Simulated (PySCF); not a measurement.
Simulation results for Al$_{3}$H$_{4}$O, AlBCl$_{2}$

Computed with PySCF 2.14.0. Calculation on a computer-drawn molecule: the log of a Hartree-Fock and frozen-core CCSD(T) single point meant for a local Hartree-Fock minimum, with one planted fault or none, to be diagnosed. Offsets are logged minus clean, where the clean run is the same molecule without the fault. The reference is restricted for singlets and unrestricted otherwise, and also for a bond in bohr or an excited solution. Adding or removing an electron swaps singlet and doublet. The excited solution moves the top pair (singlet) or top alpha electron (doublet) to the lowest empty orbital. Highest occupied and lowest empty are orbital energies over both spins, largest force is the largest gradient component, triples share is (T) over the correlation energy, the T1 limit is 0.02 restricted and 0.045 unrestricted, electrons count all cores, a negative frequency is imaginary (commonest isotopes), and the dipole is about the centre of nuclear charge.

Common to all runs: meant charge 0; meant basis cc-pV(D+d)Z; logged SCF converged yes; possible faults no fault, one electron removed, one electron added, multiplicity raised by two, geometry at a saddle point, SCF held on an excited solution, minimal basis STO-3G, one bond length entered in bohr, all coordinates scaled.

(1) 
```xyz
8
formula=Al3H4O meant_multiplicity=2 logged_electrons=52 logged_basis_functions=103 logged_spin_squared=0 logged_highest_occupied=-0.22657 logged_lowest_empty=3.5037 logged_largest_force=0.055331 logged_T1_diagnostic=0.055788 logged_D1_diagnostic=0.23835 logged_triples_share=0.031918 logged_CC_converged=yes logged_dipole_magnitude=11.194 logged_SCF_stable_within_its_kind=yes logged_energy_HF=-802.9907 logged_energy_CCSD(T)=-803.43895 planted_fault=one_electron_added HF_energy_offset_from_clean_run=14.33 CCSD(T)_energy_offset_from_clean_run=-11.82
Al     1.8903    -1.9459     1.5678
O      1.4381    -0.3300     1.4117
Al     1.1239     1.3275     1.2836
Al    -1.2640     2.1302     0.5557
H      1.5396    -2.6904     2.9380
H      2.3370     2.2980     1.6216
H     -2.3757     2.5520     1.6115
H     -1.6969     2.2198    -0.9720
```

Units: logged_highest_occupied, logged_lowest_empty in eV; logged_largest_force in hartree/bohr; logged_dipole_magnitude in debye; logged_energy_HF, logged_energy_CCSD(T) in hartree; HF_energy_offset_from_clean_run, CCSD(T)_energy_offset_from_clean_run in kcal/mol.

Drawn bonds:
```csv
atom,other atom,order
1,2,1
2,3,1
3,4,1
1,5,1
3,6,1
4,7,1
4,8,1
```

Notes: T1 above single-reference limit.

(2) 
```xyz
8
formula=Al3H4O meant_multiplicity=2 logged_electrons=51 logged_basis_functions=103 logged_spin_squared=0.7563 logged_highest_occupied=-8.1093 logged_lowest_empty=0.63568 logged_largest_force=1.675e-06 logged_lowest_frequency=41.051 logged_T1_diagnostic=0.018147 logged_D1_diagnostic=0.051458 logged_triples_share=0.023369 logged_CC_converged=yes logged_dipole_magnitude=0.61017 logged_SCF_stable_within_its_kind=yes logged_energy_HF=-803.01354 logged_energy_CCSD(T)=-803.42011 planted_fault=no_fault HF_energy_offset_from_clean_run=0 CCSD(T)_energy_offset_from_clean_run=0
Al     1.8903    -1.9459     1.5678
O      1.4381    -0.3300     1.4117
Al     1.1239     1.3275     1.2836
Al    -1.2640     2.1302     0.5557
H      1.5396    -2.6904     2.9380
H      2.3370     2.2980     1.6216
H     -2.3757     2.5520     1.6115
H     -1.6969     2.2198    -0.9720
```

Units: logged_highest_occupied, logged_lowest_empty in eV; logged_largest_force in hartree/bohr; logged_lowest_frequency in cm⁻¹; logged_dipole_magnitude in debye; logged_energy_HF, logged_energy_CCSD(T) in hartree; HF_energy_offset_from_clean_run, CCSD(T)_energy_offset_from_clean_run in kcal/mol.

Drawn bonds:
```csv
atom,other atom,order
1,2,1
2,3,1
3,4,1
1,5,1
3,6,1
4,7,1
4,8,1
```

(3) 
```xyz
4
formula=AlBCl2 meant_multiplicity=1 logged_electrons=52 logged_basis_functions=83 logged_spin_squared=0 logged_highest_occupied=-5.6789 logged_lowest_empty=-2.3212 logged_largest_force=0.029167 logged_dipole_magnitude=3.8266 logged_SCF_stable_within_its_kind=no logged_energy_HF=-1185.48185 planted_fault=SCF_held_on_an_excited_solution HF_energy_offset_from_clean_run=108.1
Al    -0.6696    -2.8159     3.0077
B     -1.1788    -1.1319     1.5914
Cl    -0.4618     0.4895     1.7534
Cl    -2.3222    -1.3427     0.2432
```

Units: logged_highest_occupied, logged_lowest_empty in eV; logged_largest_force in hartree/bohr; logged_dipole_magnitude in debye; logged_energy_HF in hartree; HF_energy_offset_from_clean_run in kcal/mol.

Drawn bonds:
```csv
atom,other atom,order
1,2,1
2,3,1
2,4,1
```

Notes: coupled-cluster numbers left out as unreliable.
